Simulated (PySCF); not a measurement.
Polarisability and C₆ of Te (tellurium, neutral)

[Kr] 4d10 5s2 5p4, high-spin 3P determinant. Calculation: PySCF 2.14, in aug-cc-pV5Z-PP with ECP28MDF; scalar relativity through the core potential. Coupled (time-dependent) response in atomic units; α is the mean over directions.

```
method  mean α (bohr³)         α xx, yy, zz  C₆ (like pair)  S(−4)
   UHF           38.18  36.00, 42.54, 36.00           416.5  338.3
   PBE           41.50  38.63, 47.24, 38.63           456.1  452.0
```

S(−4) is the Cauchy moment in α(ω) = α(0) + S(−4) ω² + …

Reference α: 38 ± 4 bohr³ (recommended; Schwerdtfeger and Nagle, table of static dipole polarizabilities (2023 update)). Published C₆: 445.0 (Chu and Dalgarno (2004); Tang, Norbeck and Certain (1976)).

Spin-orbit coupling is absent.

α(iu) at PBE:

```json
{"u (hartree)": "0", "α(iu) (bohr³)": "41.50"}
{"u (hartree)": "0.0500", "α(iu) (bohr³)": "40.41"}
{"u (hartree)": "0.100", "α(iu) (bohr³)": "37.58"}
{"u (hartree)": "0.200", "α(iu) (bohr³)": "30.03"}
{"u (hartree)": "0.300", "α(iu) (bohr³)": "23.21"}
{"u (hartree)": "0.500", "α(iu) (bohr³)": "14.27"}
{"u (hartree)": "0.750", "α(iu) (bohr³)": "8.667"}
{"u (hartree)": "1.00", "α(iu) (bohr³)": "5.855"}
{"u (hartree)": "1.50", "α(iu) (bohr³)": "3.299"}
{"u (hartree)": "2.00", "α(iu) (bohr³)": "2.190"}
{"u (hartree)": "3.00", "α(iu) (bohr³)": "1.219"}
{"u (hartree)": "5.00", "α(iu) (bohr³)": "0.5545"}
```

A single London oscillator, α(iu) = α/(1 + u²/ω²), gives C₆ = (3/4) ω α². Matching the computed C₆ needs ω = 4 × 456.1 / (3 × 41.50²) = 0.353 hartree.

The components differ because the open shell of this determinant is not spherical; for a pure term their mean is the scalar polarisability.

Energies and moments cover only the electrons outside the core potential.
